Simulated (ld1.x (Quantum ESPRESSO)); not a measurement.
**rhenium, TM: configuration errors across variants**

```json
{
 "Element": "Re (Z = 75)",
 "Generator": "ld1.x (Quantum ESPRESSO) 7.5",
 "Type": "norm-conserving Troullier–Martins (Kleinman–Bylander form)",
 "Functional": "LDA (PZ)",
 "Relativity": "scalar-relativistic",
 "Frozen core": "[Kr] 4d10 4f14 5s2",
 "Valence charge": "13",
 "Reference configuration": "5p6 5d5 6s2 6p0",
 "Partial waves": "6s (bound): rc 2.55 bohr; 5d (bound): rc 2.60 bohr; 5p (bound): rc 1.95 bohr",
 "Local potential": "the p channel",
 "Core correction": "Bessel-smoothed model core inside 1.15 bohr"
}
```

All-electron excitation energies from the reference (eV): (1) 5p6 5d5 6s1 6p0 9.516; (2) 5p6 5d5 6s0 6p0 26.196; (3) 5p6 5d4 6s0 6p0 53.640; (4) 5p6 5d6 6s1 6p0 0.968; (5) 5p6 5d3 6s0 6p0 93.323; (6) 5p6 5d5 6s0 6p1 15.424; (7) 5p6 5d5.5 6s1.5 6p0 0.392; (8) 5p6 5d5 6s2 6p0 spin -3.112; (9) 5p6 5d5 6s1 6p0 spin 5.051.

Spin tests fill each open shell by Hund’s rule, majority spin first.

A true bound ghost makes a file unfit for plane-wave use even where its test errors are small: the radial tests pick states by their node count and pass the ghost by.

Errors AE − PS in meV (a dash: test not solved or not reliable):

```csv
change,(1),(2),(3),(4),(5),(6),(7),(8),(9),bound ghosts
base,-7.7,-32,-2.0,-18,+50,+292,-5.9,+97,+154,s
core correction none,-6.4,-24,+21,-15,+128,+296,-5.0,+548,+677,s
core correction Bessel-smoothed model core inside 0.78 bohr,-7.7,-32,-2.1,-18,+50,+291,-6.0,+91,+147,s
core correction Bessel-smoothed model core inside 1.00 bohr,-7.7,-32,-2.1,-18,+50,+291,-6.0,+93,+149,s
core correction Bessel-smoothed model core inside 1.14 bohr,-7.6,-32,-2.0,-18,+50,+292,-6.0,+97,+153,s
core correction Bessel-smoothed model core inside 1.36 bohr,-7.6,-32,-1.9,-18,+50,+292,-5.9,+112,+170,s
core correction Bessel-smoothed model core inside 1.58 bohr,-7.6,-32,-1.9,-18,+51,+292,-5.9,+148,+208,s
core correction Bessel-smoothed model core inside 1.74 bohr,-7.5,-31,-1.7,-18,+53,+292,-5.8,+194,+258,s
core correction Bessel-smoothed model core inside 2.14 bohr,-7.3,-30,+0.1,-17,+65,+293,-5.6,+349,+430,s
core correction Bessel-smoothed model core inside 2.32 bohr,-7.3,-30,+1.9,-16,+74,+294,-5.4,+407,+496,s
```

**Question.** Give the same row for: core correction Bessel-smoothed model core inside 2.00 bohr.

**Answer.** -7.4, -31, -0.8, -17, +59, +293, -5.6, +289, +363; bound ghosts: s.
